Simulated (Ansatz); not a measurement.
`O[SiH2][SiH2][SiH2]F` → `O[SiH2][SiH2]F` + `[SiH2]`  (silylene formation by 1,1-elimination)

Isolated molecules relaxed with PBE0-D4/def2-TZVP in Ansatz; ΔE leaves out vibrations. CCSD(T)/CBS is the MP2 limit (def2-TZVPP, def2-QZVPP) plus CCSD(T) − MP2 in def2-TZVPP, frozen cores. This one scheme is used for every species. One conformer a species, not always the lowest.

```json
{"species": "`O[SiH2][SiH2][SiH2]F`", "MP2/def2-TZVPP energy (Eh)": "-1046.25423"}
{"species": "`O[SiH2][SiH2]F`", "MP2/def2-TZVPP energy (Eh)": "-756.02126"}
{"species": "`[SiH2]`", "MP2/def2-TZVPP energy (Eh)": "-290.13578"}
```

Task: Work out ΔE.

Result: ΔE = (-756.02126) + (-290.13578) − (-1046.25423) = 0.09719 Eh = +2.64 eV. CCSD(T)/CBS gives +2.56 eV.

Largest T1 diagnostic among the species: 0.014.

The D4 term adds +0.15 eV with B3LYP and +0.09 eV with PBE0; it sums over pairs of atoms, weighted by their polarisabilities, and B3LYP, whose exchange is more repulsive, gets the larger term. From PBE to PBE0 (25 % exact exchange), in def2-TZVPP and without D4, ΔE moves by +0.06 eV.

B3LYP here is the variant with VWN-RPA as its local correlation; programs differ in this.
